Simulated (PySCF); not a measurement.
Compound: C3H9O2Si2 (doublet state).
Numbering: `[SiH3:1][CH:2][C@@H:3]1[CH2:4][O:5][SiH2:6][O:7]1` (hydrogens: H8, H9, H10 on Si1; H11 on C2; H12 on C3; H13, H14 on C4; H15, H16 on Si6)

Cartesian coordinates in Å at the GFN2-xTB level; atoms count from 1:
```
atom  x, y, z in Å
Si1   -1.953   -1.025   -0.756
C2    -1.287   -0.107    0.703
C3     0.159   -0.039    0.955
C4     0.720    1.414    0.728
O5     1.639    1.379   -0.313
Si6    1.921   -0.135   -0.877
O7     0.866   -0.902    0.106
H8    -3.412   -0.894   -0.685
H9    -1.578   -2.442   -0.722
H10   -1.479   -0.437   -2.017
H11   -1.904    0.431    1.405
H12    0.386   -0.335    1.992
H13    1.215    1.781    1.632
H14   -0.093    2.096    0.463
H15    3.275   -0.557   -0.555
H16    1.518   -0.219   -2.269
```

The hyperfine couplings belong to this conformer and change with its torsions.

The calculation used UKS B3LYP, pcH-1 on C H O Si, non-relativistic, mean-field spin-orbit, GIAO in PySCF 2.14.0. Geometry: GFN2-xTB, one conformer, isolated molecule. GFN2-xTB frequencies show an imaginary mode (38i cm⁻¹), so this geometry is no minimum at that level. A GFN2-xTB geometry isn't a minimum of the functional, and hyperfine couplings can be far from their values at a DFT geometry. The SCF solution wasn't tested for stability.

The Mulliken spin populations are largest on C2 (+1.00) and C3 (-0.08). C2 is the only atom above +0.15. The positive populations add up to 1.16 and the negative ones to -0.16, together 2S = 1. The angles at C2 add up to 360.0°, so it is planar; its axial dipolar tensor and the negative coupling of its proton fit spin in a p orbital normal to that plane.

**Question.** McConnell's relation a(H) = Q·ρ ties the coupling of a proton on a planar π carbon to the spin population of that carbon. What Q do the computed values give?

**Answer.** 
| H | C | ρ(C) | a(H) (G) | a/ρ (G) |
| --- | --- | --- | --- | --- |
| H11 | C2 | +0.999 | -20.00 | -20.0 |

One proton gives one ratio, Q = -20.0 G, and no test of linearity. In every row coupling and population have opposite signs.

Couplings in gauss use g_iso = 2.0025.

The run took 71 s wall (grids of density and orbitals included) on one thread of an Intel Xeon 6975P-C (shared host), and the process peaked at 0.96 GiB of memory.
